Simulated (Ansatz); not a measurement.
An input meant for `c1sc(-c2sc(-c3sc(-c4scc5c4OCCO5)c4c3OCCO4)c3c2OCCO3)c2c1OCCO2` (charge 0, singlet; atoms displaced at random, 0.08 Å in each coordinate).

```yaml
crystal:
  periodic: [false, false, false]
  atoms:
    - {symbol: C, position_ang: [-6.219239, 3.232265, -0.212189]}
    - {symbol: S, position_ang: [-4.509369, 3.181753, -0.039912]}
    - {symbol: C, position_ang: [-4.365951, 1.368875, -0.072319]}
    - {symbol: C, position_ang: [-3.215985, 0.532198, 0.052875]}
    - {symbol: S, position_ang: [-1.694637, 1.232126, -0.459282]}
    - {symbol: C, position_ang: [-0.763087, -0.020374, 0.042093]}
    - {symbol: C, position_ang: [0.638329, 0.051324, -0.124761]}
    - {symbol: S, position_ang: [1.558539, -1.504260, 0.459733]}
    - {symbol: C, position_ang: [3.223231, -0.681424, -0.277540]}
    - {symbol: C, position_ang: [4.578852, -1.444033, 0.125020]}
    - {symbol: S, position_ang: [4.575635, -3.071450, 0.043653]}
    - {symbol: C, position_ang: [6.229858, -3.139548, 0.180054]}
    - {symbol: C, position_ang: [6.771825, -1.700048, 0.580937]}
    - {symbol: C, position_ang: [5.714043, -0.798175, 0.368384]}
    - {symbol: O, position_ang: [5.948414, 0.607613, 0.509695]}
    - {symbol: C, position_ang: [7.299158, 0.732825, 0.450316]}
    - {symbol: C, position_ang: [8.081632, -0.063638, 1.242341]}
    - {symbol: O, position_ang: [7.916714, -1.317474, 0.615863]}
    - {symbol: C, position_ang: [2.824732, 0.447213, -0.636190]}
    - {symbol: C, position_ang: [1.461454, 0.877841, -0.774273]}
    - {symbol: O, position_ang: [1.071691, 1.959651, -1.308166]}
    - {symbol: C, position_ang: [1.943135, 2.355842, -2.257922]}
    - {symbol: C, position_ang: [3.413576, 2.525516, -1.784770]}
    - {symbol: O, position_ang: [3.993902, 1.236993, -1.549370]}
    - {symbol: C, position_ang: [-1.503701, -0.911862, 0.649185]}
    - {symbol: C, position_ang: [-2.846011, -0.580738, 0.751915]}
    - {symbol: O, position_ang: [-3.908534, -1.308204, 1.248146]}
    - {symbol: C, position_ang: [-3.297169, -2.636087, 1.576625]}
    - {symbol: C, position_ang: [-1.888070, -2.593659, 2.060305]}
    - {symbol: O, position_ang: [-1.102282, -2.227913, 1.164647]}
    - {symbol: C, position_ang: [-5.722250, 0.819669, -0.290177]}
    - {symbol: C, position_ang: [-6.710474, 1.946949, -0.387234]}
    - {symbol: O, position_ang: [-8.064422, 1.524206, -0.565921]}
    - {symbol: C, position_ang: [-8.255088, 0.262685, -1.006367]}
    - {symbol: C, position_ang: [-7.373158, -0.606416, -0.236231]}
    - {symbol: O, position_ang: [-6.019595, -0.434376, -0.570137]}
    - {symbol: H, position_ang: [-6.768811, 4.066323, -0.194938]}
    - {symbol: H, position_ang: [7.012097, -4.037861, 0.451339]}
    - {symbol: H, position_ang: [7.611893, 0.940055, -0.658719]}
    - {symbol: H, position_ang: [7.463058, 1.866382, 0.880389]}
    - {symbol: H, position_ang: [7.858209, -0.061878, 2.320799]}
    - {symbol: H, position_ang: [9.259161, 0.154874, 1.218909]}
    - {symbol: H, position_ang: [1.663824, 3.637222, -2.381254]}
    - {symbol: H, position_ang: [1.997406, 2.082940, -3.308297]}
    - {symbol: H, position_ang: [3.395924, 3.215689, -0.858925]}
    - {symbol: H, position_ang: [4.260345, 3.006576, -2.370755]}
    - {symbol: H, position_ang: [-3.374178, -3.143425, 0.537730]}
    - {symbol: H, position_ang: [-4.013603, -3.154049, 2.198666]}
    - {symbol: H, position_ang: [-2.028515, -2.193657, 3.250960]}
    - {symbol: H, position_ang: [-1.576058, -3.816701, 2.371861]}
    - {symbol: H, position_ang: [-9.341614, 0.050710, -0.900252]}
    - {symbol: H, position_ang: [-8.089144, 0.119355, -2.270145]}
    - {symbol: H, position_ang: [-7.610270, -0.678738, 0.922495]}
    - {symbol: H, position_ang: [-7.509886, -1.730072, -0.641668]}
basis:
  gaussian: {orbitals: 6-31G}
magnetization: {spin_polarized: true, initial_magnetization: 4}
hamiltonian: {xc: {name: PBE0}}
scf: {omitted_lower_state_checks: [starts]}
output: {forces: true}
```

```sh
$ ansatz run in.yaml --threads 2 --pin off --events-out ev --progress --plain --max-ram 32768MiB --backend cuda --devices 0, --max-vram 18GiB
```

It prints (some lines left out):

```
Functional definition: PBE0
4784 factors; integrals over basis functions are off by at most 2.3e-4 eV
mean field evaluation 1: about -84775.3777 eV, gradient 6.3e1 eV
mean field evaluation 2: about -84638.4351 eV, gradient 1.4e2 eV
mean field evaluation 4: about -84788.7257 eV, gradient 2.8e1 eV
mean field evaluation 8: about -84795.5321 eV, gradient 3.9e0 eV
mean field evaluation 16: about -84795.6460 eV, gradient 1.4e-1 eV
mean field evaluation 32: about -84795.6472 eV, gradient 1.9e-3 eV
mean field -84795.64718894 eV, -3116.1825576396 hartree, gradient 7.6e-7 eV, S^2 6.056861; 0 other end points of the search recorded, 0 dependent functions left out
reference -84795.64724298 eV, -3116.1825596254 hartree; 147, 143 occupied and 229, 233 virtual orbitals, 4784 factors
Total energy: -84795.64724298 eV, -3116.1825596254 hartree
Atom 0 force    -0.486642    -5.139770    -0.605489 eV/Å
Atom 1 force     3.034301     0.717074     0.307390 eV/Å
Atom 2 force    -1.327650    -3.585022    -0.082016 eV/Å
Atom 3 force    -1.949375     5.095108    -1.081138 eV/Å
Atom 4 force    -1.222368     6.401259    -3.117972 eV/Å
Atom 5 force     6.731010     0.201077    -0.794374 eV/Å
Atom 6 force    -1.792715    -4.305050     1.810531 eV/Å
Atom 7 force     1.017214     1.175410    -0.700955 eV/Å
Atom 8 force     3.044631    -9.107017     5.302339 eV/Å
Atom 9 force    -7.039532     8.892235    -2.267467 eV/Å
Atom 10 force    -3.805135    -6.894661    -0.450978 eV/Å
Atom 11 force     8.432085    -1.143988     1.672852 eV/Å
Atom 12 force   -10.433394    -3.542878    -1.994394 eV/Å
Atom 13 force     1.527543     1.085411     1.432631 eV/Å
Atom 14 force    -3.303937    -3.011447     0.185901 eV/Å
Atom 15 force     1.240815    11.501259    -3.240009 eV/Å
Atom 16 force     6.242426    -1.350011     2.439412 eV/Å
Atom 17 force    10.165251    -1.264983     1.287967 eV/Å
Atom 18 force     2.191490     7.553331    -5.900985 eV/Å
Atom 19 force     2.760102    -4.219621     3.249680 eV/Å
Atom 20 force    -2.326790     2.863985    -1.542726 eV/Å
Atom 21 force     3.223326     9.678277    -3.556884 eV/Å
Atom 22 force     0.982558     1.151489     1.571924 eV/Å
Atom 23 force    -3.033238    -1.668962     2.611352 eV/Å
Atom 24 force    -3.177336    -5.571628     2.997010 eV/Å
Atom 25 force    -1.876584    -2.132401     0.419762 eV/Å
Atom 26 force     2.101582    -1.007566     1.216713 eV/Å
Atom 27 force    -2.639496    -1.643523    -2.719143 eV/Å
Atom 28 force    -5.746966    -7.223067    10.047342 eV/Å
Atom 29 force     6.008041     5.708976    -5.717369 eV/Å
Atom 30 force     1.598711     6.554883     0.434546 eV/Å
Atom 31 force     0.402723    -3.023364     0.283258 eV/Å
Atom 32 force     0.895603     5.259223     0.736998 eV/Å
Atom 33 force    -1.472307    -1.885516    -4.204768 eV/Å
Atom 34 force    -2.072477    -7.346207     0.707105 eV/Å
Atom 35 force     0.793097    -0.645423     0.353441 eV/Å
Atom 36 force    -1.783119     3.267052    -0.000019 eV/Å
Atom 37 force    -2.874995     2.115912    -0.827138 eV/Å
Atom 38 force    -0.062943    -1.223761     1.813426 eV/Å
Atom 39 force    -0.246250    -2.230168    -0.937686 eV/Å
Atom 40 force    -0.532420    -0.393090    -0.301128 eV/Å
Atom 41 force    -2.727683    -0.213648    -0.319656 eV/Å
Atom 42 force     0.490567    -3.567026     0.021647 eV/Å
Atom 43 force    -1.146100    -1.502468     0.112511 eV/Å
Atom 44 force    -0.075435    -1.271984    -0.708018 eV/Å
Atom 45 force    -1.886798    -0.190563    -0.516641 eV/Å
Atom 46 force     0.537935     0.361571     1.542364 eV/Å
Atom 47 force     0.023922     0.046541     0.570778 eV/Å
Atom 48 force     1.351848     0.156306    -3.047617 eV/Å
Atom 49 force    -1.019601     3.258233    -0.971812 eV/Å
Atom 50 force     0.702405    -0.142326     0.230390 eV/Å
Atom 51 force     0.006518     0.425535     3.372080 eV/Å
Atom 52 force     0.789411     0.716250    -2.267609 eV/Å
Atom 53 force    -0.233833     2.260744     1.142639 eV/Å
Dipole moment:     0.419643    -0.068009     0.322407 e Å
Checks for a lower state left out: starts
```

In this input the spin is set far too high (4 unpaired electrons typed, 0 in the singlet as meant). The calculation finished and met its thresholds. The result belongs to that input, not to the species as meant.
